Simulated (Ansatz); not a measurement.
**Relaxing a trial structure of Cl3HSeZr**

The starting geometry of this gas-phase singlet was optimised with GFN2-xTB.

```xyz
6

Cl   -1.7296    1.2551   -1.3590
Cl   -0.4201   -2.3953   -0.7287
Cl   -0.4830    0.0812    1.4975
Se    2.1654    0.6839   -0.5219
Zr   -0.0024   -0.1927   -1.0829
H     0.4697    0.5677    2.1949
```

Task: Predict what becomes of its bonds when it is optimised with PBE0-D4/def2-SVP.

Result: It rearranges, giving a structure given below by its coordinates. Distances that change by over a tenth: Cl3–Zr5 (2.64 → 2.33 Å). Contacts that open: Cl3–H6 (1.28 → 3.73 Å). Contacts that close: Se4–H6 (3.20 → 1.48 Å).

The energy falls by 2.50 eV over 29 steps:

```
step  E − E(last) (eV)
   1             2.498
   4             1.915
   7             1.416
  10             0.562
  13             0.037
  17             0.020
  20             0.020
  23             0.018
  26             0.002
  29             0.000
```

Final geometry (Å):

```tsv
atom	x (Å)	y (Å)	z (Å)
Cl	-1.4729	1.3208	-1.4248
Cl	-0.4602	-2.4011	-1.1832
Cl	-1.3562	-0.3391	1.9734
Se	2.0552	0.2522	0.0449
Zr	-0.4156	-0.3212	-0.1565
H	1.6497	1.4885	0.7462
```

The end wasn't checked by frequencies. Atoms past krypton carry core potentials, without spin–orbit terms. Run with Ansatz 0.2.0, 2.3 min on 2 threads of Arm Neoverse V2, with other jobs on the host.
